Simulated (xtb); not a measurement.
CH₄SSi, SMILES C[Si]S (connectivity only; charge and spin as stated), neutral, multiplicity 1. All values are semi-empirical tight-binding results from xtb (GFN2-xTB unless named), good for trends rather than for accurate numbers. The structure is a stationary point at GFN2-xTB. Other conformers were not sampled.

```json
{
  "orbital_gap": "2.39 eV",
  "zero_point_energy": "28.1 kcal/mol",
  "G − E(el) at 298.15 K (modified RRHO)": "10.1 kcal/mol",
  "static polarisability (D4 model)": "66.7 bohr³",
  "solvation energy, GFN2-xTB/ALPB(water)": "-0.1 kcal/mol",
  "solvation energy, GFN2-xTB/ALPB(ether)": "-3.4 kcal/mol"
}
```
